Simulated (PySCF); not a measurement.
GeCl and its ions

PBE; Ge cc-pVDZ-PP with ECP10, Cl cc-pV(D+d)Z; scalar-relativistic core potentials (PySCF 2.14). Neutral (UKS): doublet (π ↑), Re = 2.217 Å, ωe = 385 cm⁻¹, De = 4.21 eV, HOMO -4.04 eV, LUMO -3.91 eV.

GeCl⁺ (UKS): singlet (closed shell), Re = 2.102 Å, ωe = 475 cm⁻¹, De = 4.82 eV to Ge⁺ + Cl. The energies at the minima are -754.61880 hartree for GeCl and -754.35319 for GeCl⁺.

Work out the adiabatic ionisation energy, without and with harmonic zero-point energies (1 hartree = 27.2114 eV, 1 eV = 8065.5 cm⁻¹), and the change of the bond length.

At PBE: 0.26561 hartree = 7.228 eV between the minima; the zero-point term (475.0 − 385.0)/2 cm⁻¹ = +0.006 eV makes it 7.233 eV. Re changes by -11.5 pm against the neutral. The electron leaves a π orbital, and the shorter bond of the ion fits an antibonding orbital, or a change in how ionic the bond is.

For an ion De counts to the pair picked by the measured ionisation energies or electron affinities, which need not be the lowest pair at this level. States were picked by a PBE0 search and need not be the measured ground states.
